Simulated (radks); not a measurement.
Results of a calculation; reference values are marked as such.
Question: Xe IV, configuration [Kr] 4d10 5s2 5p3. Code: a radial shooting solver on a logarithmic mesh with Libxc functionals. Model: scalar-relativistic Kohn-Sham, PBE, spin-unpolarised, spherical densities, finite nucleus; Fermi nuclear charge, rms radius 4.7859 fm. Some entries of the table are withheld. Estimate them.

orbital  occ.  eigenvalue (eV)  <r^2> (bohr^2)
1s          2              (1)             (2)
2s          2        -5383.351         0.01549
2p          6        -4834.142         0.01228
3s          2        -1128.142          0.1073
3p          6              (3)          0.1074
3d         10              (4)         0.09326
4s          2              (5)          0.5793
4p          6        -174.9125          0.6644
4d         10         -92.8795          0.8867
5s          2         -50.2299           3.417
5p          3         -36.9364           4.538

Answer: 
(1) 1s eigenvalue (eV): -34404.86
(2) 1s <r^2> (bohr^2): 0.0009638
(3) 3p eigenvalue (eV): -950.7367
(4) 3d eigenvalue (eV): -687.6341
(5) 4s eigenvalue (eV): -231.1271
